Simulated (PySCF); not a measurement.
Compound: C₇H₈ (charge +1 and doublet state).
Numbering: `[CH2+:1][CH:2][C:3]([CH3:4])=[C:5]1[CH:6]=[CH:7]1` (hydrogens: H8, H9 on C1; H10 on C2; H11, H12, H13 on C4; H14 on C6; H15 on C7)

Structure used (GFN2-xTB), in Å, numbered top down from 1:
```xyz
15
C7H8 angstrom
C     -2.4793   -0.2675    0.0030
C     -1.3139    0.3599    0.2826
C     -0.0232   -0.1301   -0.0730
C      0.1833   -1.4057   -0.7995
C      1.0774    0.6256    0.2807
C      2.4768    0.8385    0.3145
C      1.6710    1.7641    0.8784
H     -3.4216    0.1595    0.3021
H     -2.5195   -1.2074   -0.5224
H     -1.3405    1.3026    0.8138
H     -0.3344   -1.3872   -1.7603
H      1.2376   -1.5998   -0.9727
H     -0.2394   -2.2403   -0.2371
H      3.4602    0.5080    0.0695
H      1.5612    2.6879    1.3984
```

The hyperfine couplings belong to this conformer and change with its torsions.

Level of theory: UKS B3LYP, pcH-1 on C H, non-relativistic, mean-field spin-orbit, GIAO in PySCF 2.14.0. Geometry: GFN2-xTB, one conformer, isolated ion. The geometry wasn't refined by DFT: couplings that depend on bond lengths, twists or pyramidal angles can differ widely from those at the functional's own minimum, by a factor of two or more for some ions and for spin on atoms past the first row. No stability test was run, so a lower SCF solution isn't excluded.

What is the g tensor, term by term?

```json
{"Δg (ppm)": "relativistic mass correction", "1": "-140", "2": "-140", "3": "-140"}
{"Δg (ppm)": "gauge correction", "1": "-2", "2": "24", "3": "33"}
{"Δg (ppm)": "orbital Zeeman/spin–orbit", "1": "-7", "2": "402", "3": "796"}
{"Δg (ppm)": "total", "1": "-149", "2": "286", "3": "689"}
```

So g = 2.00217, 2.00261, 2.00301 and g_iso = 2.00259; the tensor is rhombic: the two nearest values differ by 48 % of g3 − g1. Axes: g3 points within 1° of the C3–C5 bond.

What effective moment and Curie constant follow for a powder?

With the mean of g² = 4.0104 and S(S+1) = 0.75: μ_eff = √(⟨g²⟩S(S+1)) = 1.734 μB and χT = 0.12505·⟨g²⟩·S(S+1) = 0.376 cm³ K/mol (cgs; spin-Hamiltonian part alone).

How much does each term add to the isotropic shift?

The orbital-Zeeman/spin–orbit term 397, the mass correction -140 and the gauge correction 19 ppm, for a total of 275 ppm. The orbital-Zeeman/spin–orbit term is the largest in size. The mass correction is the same along every axis, so the anisotropy comes from the other two: their spans along these axes are 35 (gauge) and 803 ppm (orbital Zeeman/spin–orbit).

At 94.118 GHz, how far is the centre of the isotropic spectrum from where a free electron (g = 2.002319) resonates?

B = hν/(g μB) with μB/h = 13.99624 MHz/mT gives 3358.36 mT for the free electron and 3357.90 mT at g_iso, 0.46 mT lower.

In a frozen sample, at which fields do the three g values resonate at 9.5, 34, 94 and 263 GHz (hyperfine left aside), and which band first spreads them over more than twice a line width of 0.3 mT?

```
band    GHz  B(g3) mT  B(g2) mT  B(g1) mT  spread mT
   X    9.5    338.87    338.94    339.01       0.14
   Q   34.0   1212.79   1213.03   1213.30       0.51
   W   94.0   3353.00   3353.68   3354.40       1.40
   J  263.0   9381.27   9383.15   9385.19       3.93
```

The spread grows in proportion to the frequency. W band is the first where it exceeds 0.6 mT.

The Mulliken spin populations are largest on C1 (+0.48), C3 (+0.37), C2 (-0.13) and C5 (+0.13). The positive populations add up to 1.21 and the negative ones to -0.21, together 2S = 1.

The HOMO–LUMO gaps are 4.58 eV among the α and 4.01 eV among the β orbitals.

The SMILES draws the unpaired electron on C2; the largest computed Mulliken spin population is on C1 (0.48 against -0.13).
